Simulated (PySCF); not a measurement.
Species: C6H8F (charge +1).
SMILES: `C#C[C+](C)CCF`

Computed, not measured: TDDFT B3LYP/def2-SVPD, vertical, gas phase, core orbitals frozen in the response (PySCF 2.14.0, density-fitted response routines). One conformer (not necessarily the lowest) at the PBE0-D3(BJ)/def2-SVP geometry, without solvent, vibrations or thermal averaging. Torsions of this conformer, `[CH:1]#[C:2][C+:3]([CH3:4])[CH2:5][CH2:6][F:7]`: C2–C3–C5–C6 91°, C3–C5–C6–F7 60°.

Computed states:

```
state  E (eV)       f
   S1    2.92  0.0006
   S2    3.95  0.0049
   S3    4.36   0.173
   S4    5.10   0.087
   S5    5.36   0.043
   S6    5.75   0.020
   S7    6.62   0.071
   S8    6.88  0.0081
   S9    7.57  0.0040
  S10    7.69  0.0083
```

Each state is given a Gaussian of 0.4 eV full width at half maximum, with ε(max) = 2.175×10⁸ f / Δν̃ (Δν̃ the width in cm⁻¹). The width is an assumption, not a result. The curve ends short of the highest state used, and states not computed would add to its high-energy end.

**Question.** Give the broadened spectrum and its maxima.

**Answer.** 
```json
{"E (eV)": "2.32", "ε (L mol⁻¹ cm⁻¹)": "0"}
{"E (eV)": "2.41", "ε (L mol⁻¹ cm⁻¹)": "0"}
{"E (eV)": "2.49", "ε (L mol⁻¹ cm⁻¹)": "2"}
{"E (eV)": "2.58", "ε (L mol⁻¹ cm⁻¹)": "6"}
{"E (eV)": "2.67", "ε (L mol⁻¹ cm⁻¹)": "14"}
{"E (eV)": "2.75", "ε (L mol⁻¹ cm⁻¹)": "26"}
{"E (eV)": "2.84", "ε (L mol⁻¹ cm⁻¹)": "38"}
{"E (eV)": "2.93", "ε (L mol⁻¹ cm⁻¹)": "42"}
{"E (eV)": "3.01", "ε (L mol⁻¹ cm⁻¹)": "36"}
{"E (eV)": "3.10", "ε (L mol⁻¹ cm⁻¹)": "24"}
{"E (eV)": "3.19", "ε (L mol⁻¹ cm⁻¹)": "12"}
{"E (eV)": "3.27", "ε (L mol⁻¹ cm⁻¹)": "5"}
{"E (eV)": "3.36", "ε (L mol⁻¹ cm⁻¹)": "2"}
{"E (eV)": "3.45", "ε (L mol⁻¹ cm⁻¹)": "5"}
{"E (eV)": "3.53", "ε (L mol⁻¹ cm⁻¹)": "16"}
{"E (eV)": "3.62", "ε (L mol⁻¹ cm⁻¹)": "51"}
{"E (eV)": "3.71", "ε (L mol⁻¹ cm⁻¹)": "129"}
{"E (eV)": "3.79", "ε (L mol⁻¹ cm⁻¹)": "251"}
{"E (eV)": "3.88", "ε (L mol⁻¹ cm⁻¹)": "507"}
{"E (eV)": "3.97", "ε (L mol⁻¹ cm⁻¹)": "1131"}
{"E (eV)": "4.05", "ε (L mol⁻¹ cm⁻¹)": "2417"}
{"E (eV)": "4.14", "ε (L mol⁻¹ cm⁻¹)": "5114"}
{"E (eV)": "4.23", "ε (L mol⁻¹ cm⁻¹)": "8685"}
{"E (eV)": "4.31", "ε (L mol⁻¹ cm⁻¹)": "11160"}
{"E (eV)": "4.40", "ε (L mol⁻¹ cm⁻¹)": "11411"}
{"E (eV)": "4.49", "ε (L mol⁻¹ cm⁻¹)": "8833"}
{"E (eV)": "4.57", "ε (L mol⁻¹ cm⁻¹)": "5593"}
{"E (eV)": "4.66", "ε (L mol⁻¹ cm⁻¹)": "2727"}
{"E (eV)": "4.75", "ε (L mol⁻¹ cm⁻¹)": "1561"}
{"E (eV)": "4.83", "ε (L mol⁻¹ cm⁻¹)": "1920"}
{"E (eV)": "4.92", "ε (L mol⁻¹ cm⁻¹)": "3464"}
{"E (eV)": "5.01", "ε (L mol⁻¹ cm⁻¹)": "5420"}
{"E (eV)": "5.09", "ε (L mol⁻¹ cm⁻¹)": "6661"}
{"E (eV)": "5.18", "ε (L mol⁻¹ cm⁻¹)": "6912"}
{"E (eV)": "5.27", "ε (L mol⁻¹ cm⁻¹)": "6110"}
{"E (eV)": "5.35", "ε (L mol⁻¹ cm⁻¹)": "4975"}
{"E (eV)": "5.44", "ε (L mol⁻¹ cm⁻¹)": "3648"}
{"E (eV)": "5.53", "ε (L mol⁻¹ cm⁻¹)": "2577"}
{"E (eV)": "5.61", "ε (L mol⁻¹ cm⁻¹)": "1994"}
{"E (eV)": "5.70", "ε (L mol⁻¹ cm⁻¹)": "1670"}
{"E (eV)": "5.79", "ε (L mol⁻¹ cm⁻¹)": "1405"}
{"E (eV)": "5.87", "ε (L mol⁻¹ cm⁻¹)": "1063"}
{"E (eV)": "5.96", "ε (L mol⁻¹ cm⁻¹)": "625"}
{"E (eV)": "6.05", "ε (L mol⁻¹ cm⁻¹)": "297"}
{"E (eV)": "6.13", "ε (L mol⁻¹ cm⁻¹)": "184"}
{"E (eV)": "6.22", "ε (L mol⁻¹ cm⁻¹)": "331"}
{"E (eV)": "6.31", "ε (L mol⁻¹ cm⁻¹)": "919"}
{"E (eV)": "6.39", "ε (L mol⁻¹ cm⁻¹)": "1933"}
{"E (eV)": "6.48", "ε (L mol⁻¹ cm⁻¹)": "3453"}
{"E (eV)": "6.57", "ε (L mol⁻¹ cm⁻¹)": "4691"}
{"E (eV)": "6.65", "ε (L mol⁻¹ cm⁻¹)": "4927"}
{"E (eV)": "6.74", "ε (L mol⁻¹ cm⁻¹)": "4108"}
{"E (eV)": "6.83", "ε (L mol⁻¹ cm⁻¹)": "2744"}
{"E (eV)": "6.91", "ε (L mol⁻¹ cm⁻¹)": "1650"}
{"E (eV)": "7.00", "ε (L mol⁻¹ cm⁻¹)": "822"}
{"E (eV)": "7.09", "ε (L mol⁻¹ cm⁻¹)": "370"}
```

Maxima: 425 nm (2.92 eV), ε about 42, made up of S1 (100%); 284 nm (4.36 eV), ε about 12000, made up of S3 (100%); 241 nm (5.15 eV), ε about 7000, made up of S4 (81%) and S5 (19%); 187 nm (6.63 eV), ε about 5000, made up of S7 (96%) (ε in L mol⁻¹ cm⁻¹; maxima over ε = 5, shares over 10%).

**Question.** On this curve, what absorbance would a 10⁻⁵ mol/L sample give at 450 nm over a 1 cm path?

**Answer.** 450 nm is 2.755 eV, where ε is about 26 L mol⁻¹ cm⁻¹, so A = ε c l ≈ 0.00026 (Beer–Lambert, with the gas-phase spectrum and the assumed width).

**Question.** Coming from long wavelengths, where does ε first pass 100 L mol⁻¹ cm⁻¹?

**Answer.** At about 336 nm (3.69 eV), 0.77 eV above S1.

**Question.** What would ε be at 4.36 eV, the highest of these maxima, with half the width (0.2 eV)?

**Answer.** About 23300 L mol⁻¹ cm⁻¹ against 11700, a factor of about 2.00; a lone state at its own centre would give exactly 2.

All these states lie below the vertical ionisation energy of 15.91 eV (ΔSCF).

Time: 3.9 min wall. Hardware: an Arm Neoverse V1 with one thread, no GPU, shared host.
